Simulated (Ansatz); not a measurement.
`COBF` and `BOBF` differ in one atom or group.

Ansatz, PBE0-D4/def2-TZVP geometries, multiplicity 1. Each molecule was computed in one conformer, which needn't be the lowest.

```csv
property,`COBF`
zero-point energy (PBE0-D4/def2-TZVP) / kJ/mol,153.6
HOMO–LUMO gap (PBE/def2-TZVPP) / eV,7.14
HOMO–LUMO gap (PBE0/def2-TZVPP) / eV,9.69
LUMO energy (PBE/def2-TZVPP) / eV,-0.61
LUMO energy (PBE0/def2-TZVPP) / eV,0.38
HOMO energy (PBE/def2-TZVPP) / eV,-7.75
```

Task: What does the change do to each property? (Best estimate.)

Result: The calculation gave: 
```tsv
property	`BOBF`	shift
zero-point energy (PBE0-D4/def2-TZVP) / kJ/mol	109.2	-44.4
HOMO–LUMO gap (PBE/def2-TZVPP) / eV	5.17	-1.97
HOMO–LUMO gap (PBE0/def2-TZVPP) / eV	7.76	-1.93
LUMO energy (PBE/def2-TZVPP) / eV	-2.37	-1.76
LUMO energy (PBE0/def2-TZVPP) / eV	-1.30	-1.68
HOMO energy (PBE/def2-TZVPP) / eV	-7.54	0.21
```

With PBE0 the HOMO rises by 0.25 eV and the LUMO falls by 1.68 eV, so the gap narrows by about 1.93 eV. PBE moves the HOMO by 0.21 eV and ωB97M-V by 0.27 eV. The zero-point energy changes by -44.4 kJ/mol with -3 modes.
